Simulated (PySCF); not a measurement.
B3LYP has the VWN-RPA correlation part, as in Gaussian. Delta-SCF ions had no search for a lower state. Excitations are Tamm–Dancoff values on a coarser integration grid. The basis has no diffuse functions, so Rydberg states are missing or too high.

Z-matrix (Å, degrees):
```
B
H 1 1.1937
H 1 1.1937 2 116.24
B 1 1.6371 2 121.88 3 179.99
H 4 1.1937 1 121.89 2 90.01
H 4 1.1937 5 116.24 1 -180.00
```
Charge 0, spin multiplicity 1.

Q: Predict the vertical ionisation energy (Delta-SCF), dipole moment, T1 excitation (TDA), total energy and HOMO–LUMO gap from B3LYP-D3(BJ)/def2-TZVP // M06-2X/def2-TZVP in PySCF.

A: 
```yaml
vertical ionisation energy (Delta-SCF): 11.27 eV
dipole_moment: 0.00 D
T1 excitation (TDA): 4.32 eV
total_energy: -52.0680 Ha
HOMO–LUMO gap: 6.53 eV
```
